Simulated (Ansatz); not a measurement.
A run of Ansatz (development build ahead of 0.2.0) on singlet Li4H4 at this shape:

```xyz
8

H    -0.9451   -0.9221   -0.9367
Li   -0.9102   -0.9440    0.9102
Li   -0.9361    0.9529   -0.9065
H    -0.9504    0.9486    0.9055
Li    0.9451   -0.9574   -0.9086
H     0.9286   -0.9478    0.9479
H     0.9565    0.9270   -0.9451
Li    0.9116    0.9428    0.9335
```

Its results:

| Item | Value |
| --- | --- |
| Converged | yes |
| Reference energy | -32.14488 hartree |
| Correlation energy | -0.10936 hartree |
| Total energy | -32.25425 hartree |
| Spin squared of the determinant | 0.000 |

**Question.** Which input gives this output? Name the method, the orbitals and the basis set, and write the input.

**Answer.** RHF-MP2 in cc-pVDZ. An unrestricted run that stays on the closed shell gives the same numbers.

```yaml
crystal:
  periodic: [false, false, false]
  atoms:
    - { symbol: H, position_ang: [-0.9451, -0.92206, -0.93674] }
    - { symbol: Li, position_ang: [-0.9102, -0.94399, 0.91019] }
    - { symbol: Li, position_ang: [-0.93613, 0.95293, -0.90655] }
    - { symbol: H, position_ang: [-0.95038, 0.94856, 0.90552] }
    - { symbol: Li, position_ang: [0.94512, -0.95744, -0.90864] }
    - { symbol: H, position_ang: [0.92859, -0.94784, 0.94788] }
    - { symbol: H, position_ang: [0.95647, 0.92699, -0.94514] }
    - { symbol: Li, position_ang: [0.91163, 0.94284, 0.93349] }
basis:
  gaussian: { orbitals: cc-pVDZ }
hamiltonian:
  xc: hf
correlation:
  method: mp2
  frozen_orbitals: { H: 0, Li: 0 }
```
